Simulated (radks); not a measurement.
Task: Te2+, configuration [Kr] 4d10 5s2 5p2. Calculated with a radial shooting solver on a logarithmic mesh with Libxc functionals: Dirac Kohn-Sham, OLYP, spin-unpolarised, spherical densities, point nucleus; open shells are shared between the two j in proportion to 2j + 1. Some entries of the table are withheld. Estimate them.

orbital,occ.,eigenvalue (Ry),r(max) (bohr),<1/r> (bohr^-1)
1s1/2,2,-2324.321,0.01793,55.57
2s1/2,2,-357.8476,0.1015,(1)
2p1/2,2,-335.3983,0.07795,12.92
2p3/2,4,-315.2285,0.08265,11.96
3s1/2,2,-72.42435,0.2928,4.605
3p1/2,2,-63.19759,0.2792,4.515
3p3/2,4,-59.43249,0.2897,4.278
3d3/2,4,-43.17898,0.2358,4.131
3d5/2,6,-42.39000,0.2388,4.070
4s1/2,2,-13.53733,0.7009,(2)
4p1/2,2,-10.36271,(3),1.724
4p3/2,4,-9.64708,(4),1.648
4d3/2,4,-4.57705,0.8048,1.388
4d5/2,6,-4.46796,0.8136,1.369
5s1/2,2,-2.39098,1.753,0.6612
5p1/2,0.666667,-1.67857,1.990,0.5636
5p3/2,1.33333,-1.59952,2.062,0.5411

Result: 
(1) 2s1/2 <1/r> (bohr^-1): 12.94
(2) 4s1/2 <1/r> (bohr^-1): 1.836
(3) 4p1/2 r(max) (bohr): 0.7212
(4) 4p3/2 r(max) (bohr): 0.7456
